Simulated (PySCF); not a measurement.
Excitation energy of Co⁺ by level of theory

Co⁺ [Ar] 3d8 (3F) → Co⁺ [Ar] 3d7 4p1 (high-spin determinant), as a difference of total energies. Calculation: PySCF 2.14, in x2c-QZVPPall with one added diffuse shell each of s, p, d, f, g type (12s8p6d5f3g, 128 functions); scalar relativity by spin-free X2C-1e. Correlated levels: valence: [Ar] frozen; valence and next inner shell: [Ne] frozen. The calculations carry no spin-orbit coupling.

```json
{"method": "UHF", "excitation energy (eV)": "3.430"}
{"method": "LDA", "excitation energy (eV)": "6.192"}
{"method": "PBE", "excitation energy (eV)": "5.852"}
{"method": "PBE0", "excitation energy (eV)": "5.445"}
{"method": "r2SCAN", "excitation energy (eV)": "5.504"}
{"method": "B2PLYP", "excitation energy (eV)": "5.636"}
{"method": "PBEsol", "excitation energy (eV)": "5.910"}
{"method": "LC-wPBE", "excitation energy (eV)": "6.000"}
{"method": "MP2 (valence)", "excitation energy (eV)": "5.790"}
{"method": "SCS-MP2 (valence)", "excitation energy (eV)": "5.838"}
{"method": "MP2 (valence and next inner shell)", "excitation energy (eV)": "6.346"}
{"method": "SCS-MP2 (valence and next inner shell)", "excitation energy (eV)": "6.193"}
```

Q: How much does correlation contribute at MP2 (valence and next inner shell)?

A: 6.346 − (3.430) = 2.916 eV, measured against UHF.

A first-order spin-orbit estimate (lowest level to lowest level, LS coupling) adds 0.014 eV.

The determinant of the upper state mixes LS terms, which raises its energy above the lowest term, most at the Hartree-Fock and MP2 levels.
